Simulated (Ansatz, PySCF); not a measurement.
Another site gives an ion 66951.47 eV lower (`O[SiH2]Br`) at the level CAM-B3LYP-D3(BJ)/def2-TZVPD (PySCF).

Cartesian coordinates (Å):
SMILES: O=C[SiH2]O
```xyz
8

O     -0.8879     1.3395     1.0292
C     -1.1182     0.4263     0.2704
Si     0.3717    -0.5587    -0.4293
O      1.6854     0.1474     0.2353
H     -2.1738     0.1966     0.0117
H      0.3786    -0.4597    -1.9036
H      0.2510    -1.9783    -0.0376
H      1.4932     0.8869     0.8239
```
Charge 0, spin multiplicity 1.

These are frozen-core CCSD(T)/def2-TZVPD // CAM-B3LYP-D3(BJ)/def2-TZVPD (Ansatz, a quantum-chemistry and plane-wave program) values and carry that method's errors.

```
Quantity                        Value
----------------------  -------------
HF energy               -478.97364 Ha
MP2 correlation energy    -0.73913 Ha
```

### Question
Estimate the CCSD correlation energy, the (T) correction, the total energy and the T1 diagnostic.

### Answer

| Property | Result |
|---|---|
| CCSD correlation energy | -0.76505 Ha |
| (T) correction | -0.03041 Ha |
| CCSD(T) total energy | -479.76910 Ha |
| T1 diagnostic | 0.015 |
